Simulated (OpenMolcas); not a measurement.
Ta4+ (d1) in a complex was computed by CASSCF with the d shell active (OpenMolcas, ANO-RCC-VDZP on the metal). Its lowest spin-free states, and all those of the highest spin:

```tsv
2S+1	Degeneracy	E (cm-1)
2	3	0.0
2	2	17976
```

Is the site octahedral, tetrahedral or cube-like, axial, or of lower symmetry?

The states with 2S+1 = 2 have orbital degeneracies 3, 2. Threefold states need a cubic site. For d1 at this spin an octahedron puts the threefold T2 below the twofold E and a tetrahedron or cube puts the twofold E below the threefold T2, so the site is octahedral. The first gap at this spin, 18000 cm-1, is |10Dq| in ligand-field theory. The run had Ta4+ with 6 ligands (bromide) in octahedral coordination (Oh) at 2.69 Å. A charge of +0.333 e stands 2.4 Å behind each ligand. Ligand basis ANO-RCC-VDZP.

An orbital triplet at a regular site is open to Jahn-Teller coupling, which can distort the site and quench the lowest spin-orbit gaps and is left out. The least metal-like active orbital is 71 % on the metal (Löwdin) and no ligand orbital is active, so the numbers are rough. With metal d orbitals alone the field can be off either way by tens of per cent. Ligand-to-metal charge-transfer states are missing. The distance lies 4 % over the 2.59 Å that this model takes as the normal distance (a Shannon-type radius plus a fixed donor radius); by an R⁻⁵ law this alone changes a d-shell field by about -17 %. No measured value stands beside these numbers; the geometry is a model, was not optimised and need not be the one that this ion takes.
